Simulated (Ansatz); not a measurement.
Species: [Ta(NH2)5] (charge 0, multiplicity 1).

### Question
Give a relaxed geometry from PBE-D3(BJ)/def2-SVP (Ansatz, an electronic-structure program).

### Answer
Several could match; the one computed here: the end point of this relaxation, one of several conformers.
Z-matrix (Å, degrees):
```
Ta
N 1 1.9971
H 2 1.0250 1 125.10
H 2 1.0251 3 109.90 1 179.99
N 1 2.0287 2 114.68 3 164.92
H 5 1.0235 1 124.71 2 -108.22
H 5 1.0250 6 110.47 1 165.81
N 1 2.0289 2 114.72 3 -15.08
H 8 1.0234 1 124.68 2 -108.17
H 8 1.0250 9 110.48 1 165.83
N 1 2.0454 2 100.56 3 72.72
H 11 1.0257 1 128.71 2 -163.08
H 11 1.0279 12 107.99 10 -146.42
N 1 2.0454 2 100.53 3 -107.25
H 14 1.0257 1 128.75 2 -163.20
H 14 1.0279 15 107.98 7 -146.35
```
